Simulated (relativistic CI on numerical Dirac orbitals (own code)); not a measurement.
# As²⁵⁺: sensitivity of the levels to the model

Base calculation: Dirac-Coulomb-Breit CI, orbitals from a KLI potential per configuration, model QED, unscaled Slater integrals.

Configuration list (outside the closed core 1s2): 2s²2p⁴, 2s2p⁵, 2p⁶, 2p⁵3s, 2p⁵3p, 2p⁵3d, 2s²2p³3s, 2s²2p³3p, 2s²2p³3d, 2s2p⁴3s, 2s2p⁴3p, 2s2p⁴3d, 2s²2p³4s, 2s²2p³4p, 2s²2p³4d, 2s²2p³4f, 2s2p⁴4s, 2s2p⁴4p, 2s2p⁴4d, 2s2p⁴4f, 2s²2p²3s², 2s²2p³5s, 2s²2p³5p, 2s²2p²3s3p, 2s²2p³5d, 2s²2p³5f, 2s²2p³5g, 2s²2p²3p², 2s²2p²3s3d, 2s²2p²3p3d, 2s2p³3s², 2s²2p²3d², 2s2p³3s3p, 2s2p⁴5s, 2s2p⁴5p, 2s2p³3p². Levels of other configurations are missing.

The lowest level and the first level of each name with at least 55 % of one term (blank where a level has no safe partner in the second run):

```
        Level  Base (eV)  Shift (eV)
   2s²2p⁴ ³P2       0.00        0.00
   2s²2p⁴ ³P0      16.81        0.00
   2s²2p⁴ ³P1      34.86       +0.02
   2s²2p⁴ ¹D2      46.87       +0.01
   2s²2p⁴ ¹S0      89.98       +0.03
   2s2p⁵ ³P°2     175.15        0.00
   2s2p⁵ ³P°1     193.56        0.00
   2s2p⁵ ³P°0     213.91        0.00
   2s2p⁵ ¹P°1     245.44        0.00
      2p⁶ ¹S0     400.11       +0.14
2s²2p³3s ⁵S°2    1468.67       +0.96
2s²2p³3s ³D°1    1505.42       +0.89
2s²2p³3s ³D°3    1513.39       +0.94
2s²2p³3s ¹D°2    1516.60       +0.85
```

At this charge energies of transitions that change n are usually good to better than 1 %, and those within a shell (Δn = 0) to a few per cent.

One thing was changed in a second run, which moved the levels as shown. Which?
A. one mean potential for all configurations
B. QED terms removed
C. Breit term removed
D. P86 correlation estimate
E. configuration mixing switched off

A. One mean potential for all configurations. One potential for all configurations removes the relaxation of the orbitals, which moves whole configurations and changes the integrals a little.

LS names give the leading component of a level, which can be under half, so a name can repeat, a term be missing and a line seem to break the LS rules.
